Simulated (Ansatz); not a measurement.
Reaction (cleavage of the Si–Si bond): `[SiH3][SiH2][SiH2][SiH3]` + `[CH3][AlH][OH]` → `[CH3][AlH][O][SiH2][SiH3]` + disilane

Isolated molecules relaxed with PBE0-D4/def2-TZVP in Ansatz; ΔE leaves out vibrations. CCSD(T)/CBS is the MP2 limit (def2-TZVPP, def2-QZVPP) plus CCSD(T) − MP2 in def2-TZVPP, frozen cores. DFT in def2-TZVPP. Each species was taken in one conformer, which may not be the lowest.

CCSD(T)/CBS gives -85.8 kJ/mol.

**Question.** Another level gave -87.2 kJ/mol. Which?
A. SCS-MP2/def2-TZVPP
B. CCSD(T)/def2-TZVPP
C. r2SCAN-D4/def2-TZVPP
D. PBE0/def2-TZVPP

**Answer.** B. CCSD(T)/def2-TZVPP -87.2, r2SCAN-D4 -81.1, SCS-MP2/def2-TZVPP -97.8, PBE0 -71.7 kJ/mol.

Largest T1 diagnostic among the species: 0.014.

In def2-TZVPP, CCSD(T) changes the Hartree–Fock value by +32.2 kJ/mol (the triples alone add +4.7 kJ/mol) and MP2 by +29.4 kJ/mol. From PBE to PBE0 (25 % exact exchange), in def2-TZVPP and without D4, ΔE moves by −7.4 kJ/mol.
